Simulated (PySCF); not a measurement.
Screening by computed properties: pick the candidate that meets the target.

Each SMILES stands for a single optimised conformer of the isolated species, non-relativistic unless stated. Electronic properties by PySCF.

Dipoles, sizes and rotational constants follow the conformer. The torsions of the flexible species, by atom-mapped SMILES:
- `[CH3:1][SiH2:2][CH2:3][S:4][Si@@H:5]([Cl:6])[CH:7]1[CH2:8][CH2:9]1`: C1–Si2–C3–S4 55°, Si2–C3–S4–Si5 78°, C3–S4–Si5–Cl6 38°, S4–Si5–C7–C8 105°
- `[CH3:1][CH2:2]/[CH:3]=[CH:4]\[CH:5]=[O:6]`: C1–C2–C3–C4 -178°, C3–C4–C5–O6 -1°
- `[CH2:1]=[CH:2][P@@:3](=[O:4])([CH2:5][CH3:6])[C:7]([F:8])([F:9])[F:10]`: C1–C2–P3–O4 -1°, C2–P3–C5–C6 -178°, C2–P3–C7–F8 59°
- `[CH3:1][C:2]#[C:3][Si@@H:4]([NH2:5])[SiH3:6]`: H–N5–Si4–C3 -60°, H–N5–Si4–C3 77°
- `[O:1]=[P:2]1([C:3]([F:4])=[C:5]([F:6])[F:7])[CH:8]=[CH:9][CH2:10][CH:11]=[CH:12]1`: O1–P2–C3–F4 179°
- `[O:1]=[CH:2][O:3][C@@H:4]1[O:5][C:6](=[S:7])[C@H:8]1[CH2:9][OH:10]`: O1–C2–O3–C4 -3°, C2–O3–C4–O5 -102°, C6–C8–C9–O10 51°, H–O10–C9–C8 -70°
- `[SH:1][SiH:2]([Cl:3])[Cl:4]`: H–S1–Si2–Cl3 161°

Problem. Wanted: HOMO–LUMO gap above 6.9 eV (PBE0/pcSseg-1) and dipole moment above 2.4 D (PBE0/pcSseg-1), at GFN2-xTB geometries. Which candidate meets both?
A. `CC#C[Si@@H](N)[SiH3]`
B. `O=P1(C(F)=C(F)F)C=CCC=C1`
C. `C[SiH2]CS[Si@@H](Cl)C1CC1`
D. `O=CO[C@@H]1OC(=S)[C@H]1CO`
E. `C=C[P@@](=O)(CC)C(F)(F)F`
F. `CC/C=C\C=O`

Solution. E. Computed values:
| species | HOMO–LUMO gap | dipole moment |
| --- | --- | --- |
| O=CO[C@@H]1OC(=S)[C@H]1CO | 5.26 eV | 3.41 D |
| CC/C=C\C=O | 5.47 eV | 2.53 D |
| O=P1(C(F)=C(F)F)C=CCC=C1 | 6.45 eV | 4.96 D |
| C[SiH2]CS[Si@@H](Cl)C1CC1 | 6.74 eV | 1.09 D |
| CC#C[Si@@H](N)[SiH3] | 7.03 eV | 2.24 D |
| C=C[P@@](=O)(CC)C(F)(F)F | 7.17 eV | 3.94 D |

Problem. Wanted: smallest rotational constant between 0.56 GHz and 1 GHz (GFN2-xTB) and HOMO energy above -7.8 eV (PBE0/pcSseg-1), at GFN2-xTB geometries. Which candidate meets both?
A. `C(=C/C=O)/CC`
B. `O=P1(C(F)=C(F)F)C=CCC=C1`
C. `S[SiH](Cl)Cl`
D. `O=CO[C@@H]1OC(=S)[C@H]1CO`
E. `C[SiH2]CS[Si@@H](Cl)C1CC1`
F. `C=C[P@@](=O)(CC)C(F)(F)F`

Solution. D. Computed values:
| species | smallest rotational constant | HOMO energy |
| --- | --- | --- |
| C[SiH2]CS[Si@@H](Cl)C1CC1 | 0.391 GHz | -6.80 eV |
| O=P1(C(F)=C(F)F)C=CCC=C1 | 0.523 GHz | -7.64 eV |
| O=CO[C@@H]1OC(=S)[C@H]1CO | 0.590 GHz | -7.15 eV |
| C=C[P@@](=O)(CC)C(F)(F)F | 0.814 GHz | -8.27 eV |
| S[SiH](Cl)Cl | 1.296 GHz | -7.99 eV |
| C(=C/C=O)/CC | 1.722 GHz | -7.26 eV |
